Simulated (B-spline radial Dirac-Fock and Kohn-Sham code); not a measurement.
## Radiative decay of the K hole in Ca⁷⁺

System: Ca⁷⁺ in the configuration [Ne] 3s2 3p1.

Calculated with a B-spline atomic structure program, using independent-particle rates on relativistic LDA orbitals of the hole state (multipoles up to L = 3, Coulomb Auger matrix elements, transition energies from Dirac-Fock).

| line | multipole | energy (eV) | rate (s⁻¹) | share (%) |
| --- | --- | --- | --- | --- |
| K-L2 | E1 | 3697.4 | 5.95e+13 | 32.8 |
| K-L3 | E1 | 3701.0 | 1.17e+14 | 64.7 |
| K-M2 | E1 | 4051.7 | 1.56e+12 | 0.862 |
| K-M3 | E1 | 4052.3 | 3.11e+12 | 1.72 |

The listed lines hold 100.0 % of the radiative rate. The radiative width is 0.119 eV in the length form and 0.125 eV in the velocity form; the two differ because the transition energies are not eigenvalue differences of the potential that gave the orbitals. Kα2/Kα1 is 0.507 and Kβ/Kα is 0.026.
